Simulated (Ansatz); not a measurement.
Relaxation of CH7AlFNSi (12 atoms, charge 0, multiplicity 1), to a largest force component of 0.02 eV/Å in at most 50 steps.

Computed with RKS B3LYP/6-31G (Ansatz 0.2.0).

```xyz
12
Properties=species:S:1:pos:R:3
C -1.567 -0.535 1.132
Al 0.150 -0.048 0.325
N 1.717 -0.291 1.331
Si 0.352 0.794 -1.882
F -0.590 2.217 -2.003
H -2.108 -1.257 0.506
H -1.446 -0.862 2.158
H -2.212 0.437 1.131
H 1.826 -1.298 1.589
H 2.551 -0.047 0.742
H -0.303 -0.205 -2.784
H 1.704 1.040 -2.211
```

Where does it end, and by what steps?

The run converged. Limits of this set-up: no polarisation functions. After 10 steps the energy has fallen by 0.849 eV; H9 moved furthest, 0.59 Å.

```csv
step,energy less start (eV),largest force component (eV/Å),accepted
0,0.0000,2.031,yes
1,-0.5029,1.840,yes
2,-0.6562,2.040,yes
3,-0.8361,0.488,yes
4,-0.8272,0.311,no
5,-0.8462,0.263,yes
6,-0.8429,0.156,no
7,-0.8485,0.074,yes
8,-0.8486,0.046,yes
9,-0.8489,0.050,yes
10,-0.8491,0.005,yes
```

```xyz
12
Properties=species:S:1:pos:R:3
C -1.587 -0.541 1.196
Al 0.127 -0.132 0.304
N 1.689 -0.506 1.115
Si 0.330 0.828 -1.968
F -0.592 2.285 -2.052
H -2.151 -1.298 0.636
H -1.434 -0.918 2.215
H -2.219 0.354 1.256
H 1.761 -0.923 2.036
H 2.606 -0.317 0.728
H -0.196 -0.068 -3.066
H 1.744 1.181 -2.368
```

Whether the end is a true minimum wasn't checked by a vibrational analysis.

Run time: 63 s on 1 thread of Intel(R) Xeon(R) Processor @ 2.70GHz, on a shared host, peak memory 0.2 GiB.
